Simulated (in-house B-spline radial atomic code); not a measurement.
## Ionising Ta IV (Ta3+) with different functionals

Computed with an all-electron radial atomic-structure program (B-spline basis): scalar-relativistic (spin-free X2C) Hamiltonian, Fermi nucleus of rms radius 5.3507 fm, spin-polarised at highest spin, spherical fractional occupations for the functionals, and exact exchange of hybrids averaged over the configuration. The ionisation energy is the difference of two self-consistent energies, [Xe] 4f14 5d2 → [Xe] 4f14 5d1, without Breit or QED terms; ε is the level of the shell that loses the electron (its least bound occupied spin orbital). There is no spin-orbit coupling in this Hamiltonian.

```json
{"method": "PBE0", "rung": "global hybrid", "ΔSCF (eV)": "35.55", "-ε(5d) (eV)": "31.33"}
{"method": "B3LYP", "rung": "global hybrid", "ΔSCF (eV)": "?", "-ε(5d) (eV)": "?"}
{"method": "TPSSh", "rung": "global hybrid", "ΔSCF (eV)": "35.44", "-ε(5d) (eV)": "30.29"}
{"method": "M06-2X", "rung": "global hybrid", "ΔSCF (eV)": "35.48", "-ε(5d) (eV)": "33.03"}
{"method": "BHandHLYP", "rung": "global hybrid", "ΔSCF (eV)": "35.40", "-ε(5d) (eV)": "32.67"}
{"method": "r2SCAN0", "rung": "global hybrid", "ΔSCF (eV)": "35.48", "-ε(5d) (eV)": "31.31"}
{"method": "B97-1", "rung": "global hybrid", "ΔSCF (eV)": "35.32", "-ε(5d) (eV)": "30.83"}
{"method": "HSE06", "rung": "range-separated hybrid", "ΔSCF (eV)": "35.53", "-ε(5d) (eV)": "30.90"}
{"method": "wB97X", "rung": "range-separated hybrid", "ΔSCF (eV)": "?", "-ε(5d) (eV)": "?"}
{"method": "CAM-B3LYP", "rung": "range-separated hybrid", "ΔSCF (eV)": "35.60", "-ε(5d) (eV)": "32.79"}
{"method": "LC-wPBE", "rung": "range-separated hybrid", "ΔSCF (eV)": "35.51", "-ε(5d) (eV)": "34.21"}
```

(1) What does B3LYP give?

(2) What does wB97X give?

(3) Among the functionals, which spreads more, the ΔSCF values or the orbital energies?

(4) How do they compare with the NIST value?

## Answers

(1) ΔSCF 35.62 eV, and -ε(5d) = 31.04 eV.

(2) ΔSCF 35.09 eV, and -ε(5d) = 33.49 eV.

(3) The orbital energies: ΔSCF values span about 0.53 eV and the orbital energies 3.92 eV; here energy differences depend much less on the functional than eigenvalues do.

(4) NIST lists 35 eV ± 1.7 (tabulated theory, ground level to ground level). Errors run from +0.09 to +0.62 eV; all lie within about twice that uncertainty, so the table can't rank the methods.
